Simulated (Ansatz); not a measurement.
Computed with Ansatz on PBE0-D4/def2-TZVP structures; ΔE is electronic, products minus reactants. CCSD(T)/CBS adds triple-zeta CCSD(T) − MP2 to the extrapolated MP2 energy (def2 sets, frozen cores). This one scheme is used for every species. Double bonds are as drawn, so ΔE can hold a change between cis and trans. DFT in def2-TZVPP. One conformer a species, not always the lowest.

Consider the substitution at a C–Al bond: `[AlH2]/[CH]=C/Cl` + CH₃OH → `CO/C=C/Cl` + `[AlH3]`.

`[AlH2]/[CH]=C/Cl`:

Z-matrix (Å, degrees):
```
Al
C 1 1.935
H 1 1.584 2 121.1
H 1 1.586 2 116.6 3 -180.0
C 2 1.330 1 117.8 3 180.0
H 2 1.088 1 124.9 3 -0.0
Cl 5 1.729 2 124.7 1 -180.0
H 5 1.085 2 124.1 1 0.0
```

CH₃OH:

Cartesian coordinates in Å:
```
C -0.308 -0.155 -0.088
O 0.806 0.149 0.719
H -0.928 -0.855 0.473
H -0.023 -0.635 -1.032
H -0.915 0.731 -0.314
H 1.368 0.764 0.243
```

`CO/C=C/Cl`:

Z-matrix (Å, degrees):
```
C
O 1 1.412
H 1 1.096 2 111.1
H 1 1.089 2 106.8 3 118.9
H 1 1.095 2 111.2 3 -121.9
C 2 1.347 1 114.7 3 54.9
C 6 1.327 2 121.4 1 161.9
H 6 1.088 2 117.0 1 -19.8
Cl 7 1.718 6 121.5 2 176.6
H 7 1.081 6 123.1 2 -2.2
```

`[AlH3]`:

Cartesian coordinates in Å:
```
Al 0.000 0.000 0.000
H -0.923 0.934 0.888
H 1.104 0.640 -0.941
H -0.181 -1.575 0.052
```

Question: Is it downhill or uphill in electronic energy at CCSD(T)/CBS, and by how much? (An estimate is asked.)

Answer: The calculation gave: Uphill: ΔE = +88.9 kJ/mol.

Question: What do these levels give: ωB97X-V, ωB97M-V, r2SCAN, HF/def2-TZVPP, MP2/def2-TZVPP, HF/def2-QZVPP? (An estimate is asked.)

Answer: The calculation gave: ωB97X-V 75.6, ωB97M-V 81.6, r2SCAN 83.6, HF/def2-TZVPP 76.4, MP2/def2-TZVPP 91.7, HF/def2-QZVPP 76.7 kJ/mol.

Largest T1 diagnostic among the species: 0.012.

In def2-TZVPP, CCSD(T) changes the Hartree–Fock value by +8.5 kJ/mol (the triples alone add +0.4 kJ/mol) and MP2 by +15.3 kJ/mol.
